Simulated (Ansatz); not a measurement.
`NBC[SiH2]Cl` and `[SiH3]CC[SiH2]Cl` differ in one atom or group.

Ansatz, PBE0-D4/def2-TZVP geometries, multiplicity 1. Each molecule was computed in one conformer, which needn't be the lowest.

```
                                        property  `NBC[SiH2]Cl`
           LUMO energy (ωB97M-V/def2-TZVPP) / eV           2.04
         HOMO–LUMO gap (ωB97M-V/def2-TZVPP) / eV          12.55
size of the dipole moment (B3LYP/def2-TZVPP) / D           1.66
               LUMO energy (PBE/def2-TZVPP) / eV          -0.75
             HOMO energy (B3LYP/def2-TZVPP) / eV          -8.00
              HOMO energy (PBE0/def2-TZVPP) / eV          -8.24
```

Question: Give the same properties after the change, and the shifts. (Estimate.)

Answer: Ansatz gave: 
```
                                        property  `[SiH3]CC[SiH2]Cl`  shift
           LUMO energy (ωB97M-V/def2-TZVPP) / eV                1.90  -0.14
         HOMO–LUMO gap (ωB97M-V/def2-TZVPP) / eV               12.49  -0.06
size of the dipole moment (B3LYP/def2-TZVPP) / D                1.80   0.14
               LUMO energy (PBE/def2-TZVPP) / eV               -0.64   0.11
             HOMO energy (B3LYP/def2-TZVPP) / eV               -8.18  -0.18
              HOMO energy (PBE0/def2-TZVPP) / eV               -8.39  -0.15
```

Dipoles are sizes alone; their direction can turn.

B3LYP here is the variant with VWN-RPA as its local correlation; programs differ in this.
